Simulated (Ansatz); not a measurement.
Cost and result up the ladder for the cluster K₃S₂ (5 atoms). Charge 0, multiplicity 2. Geometry: r2SCAN-D4/def2-SVP.

```tsv
atom	x (Å)	y (Å)	z (Å)
K1	1.8415	-0.5630	-0.9289
K2	-1.8577	-1.0891	-0.0530
K3	0.0219	3.4798	2.0303
S4	-0.0272	1.1077	0.5895
S5	0.0215	-2.9354	-1.6379
```

Ansatz on 4 threads of Arm Neoverse V1 on a shared host. Times are rough, and most runs start from the orbitals of an earlier one. PBE0-D4/def2-TZVP serves as the yardstick here, not as an exact answer. Differences are given only for rows in sets of like size (and for xTB, whose basis is part of the method), since another set adds its own error. Binding counts from free atoms at the same level (K doublet, S triplet; other spins of the atoms weren't run), without zero-point energy or a counterpoise term.

LC-ωPBE has ω = 0.4 bohr⁻¹. Correlated methods freeze 25 core orbitals; core or outer-core shells of K are correlated, in sets that lack core-valence functions. HOMO above LUMO, or a gap near zero within one spin, warns that the state may not be the lowest or that an electron is smeared out. Another isomer (doublet) lies 0.50 eV lower at PBE0-D4/def2-TZVP; other spin states weren't run for this one.

Correlated methods converge slowly with the basis.

| level | functions | wall time | binding energy per atom (eV) | difference from PBE0-D4/def2-TZVP (eV) | remarks |
| --- | --- | --- | --- | --- | --- |
| HF/STO-3G | 57 | 0.65 s | 0.99 | – | spin-contaminated (⟨S²⟩ 0.83) |
| LDA (SPW92)/def2-TZVP | 173 | 4.2 s | 2.15 | 0.26 | gap within one spin near zero |
| PBE-D4/def2-SVP | 108 | 4.6 s | 1.93 | – | – |
| PBE0-D4/def2-SVP | 108 | 6.5 s | 1.89 | – | – |
| RPA@PBE/def2-TZVP | 173 | 12 s | 1.61 | -0.27 | – |
| PBE0-D4/def2-TZVP | 173 | 13 s | 1.89 | 0.00 | – |
| revPBE-D4/def2-TZVP | 173 | 14 s | 1.85 | -0.04 | – |
| PBE-D4/def2-TZVP (with forces) | 173 | 15 s | 1.92 | 0.04 | – |
| LC-ωPBE/def2-TZVP | 173 | 16 s | 1.91 | 0.02 | – |
| r2SCAN-D4/def2-TZVP | 173 | 34 s | 1.96 | 0.07 | – |
| CCSD(T)/def2-TZVP | 173 | 3.2 min | 1.77 | -0.11 | – |
